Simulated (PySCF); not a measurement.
**Question.** Write Cartesian coordinates for `C/N=C/CO[SiH2]OC` as optimised with PBE0-D3(BJ)/def2-SVP.

**Answer.** 
```
atom  x, y, z in Å
C1     2.9039    0.9762    0.9251
N2     2.4606   -0.0889    0.0736
C3     1.2776   -0.0641   -0.3662
C4     0.7572   -1.1302   -1.2853
O5    -0.5058   -1.5984   -0.8822
Si6   -1.9512   -0.8697   -1.2491
O7    -2.1861    0.5451   -0.4162
C8    -2.4120    0.6299    0.9648
H9     2.1332    1.7471    1.1277
H10    3.2468    0.5566    1.8850
H11    3.7820    1.4662    0.4735
H12    0.5611    0.7486   -0.1141
H13    0.7165   -0.7206   -2.3162
H14    1.4709   -1.9673   -1.2882
H15   -1.9699   -0.4734   -2.6829
H16   -2.9900   -1.8650   -0.8726
H17   -2.7814    1.6386    1.2035
H18   -1.4845    0.4585    1.5401
H19   -3.1663   -0.1013    1.3093
```

Any rigid rotation of these coordinates is as good. Atoms count from 1 in this order. N2 (imine nitrogen) is bent (angle 118.8°). Of the pairs four or more bonds apart, H9···H12 is among the closest relative to their van der Waals radii: 2.24 Å, 93 % of the sum of Bondi's values. The C–N distances run from 1.262 Å (N2=C3, drawn double) to 1.434 Å (C1–N2, drawn single), a spread of 0.172 Å. Si6 (oxygen-bound silicon) is distorted tetrahedral (angles from 104.8° to 114.4°).

Bonds between heavy atoms (Å): C1–N2 1.434, N2=C3 1.262, C3–C4 1.501, C4–O5 1.406, O5–Si6 1.660, Si6–O7 1.658, O7–C8 1.402.

Computed with PBE0-D3(BJ)/def2-SVP geometry optimisation, gas phase in PySCF.

Point group: C1 (no symmetry element, even within 0.4 Å). Not checked by PBE0-D3(BJ)/def2-SVP frequencies. The numbers are those of one conformer (N2–C3–C4–O5 133°, C3–C4–O5–Si6 83°, C4–O5–Si6–O7 -72°, O5–Si6–O7–C8 -69°).
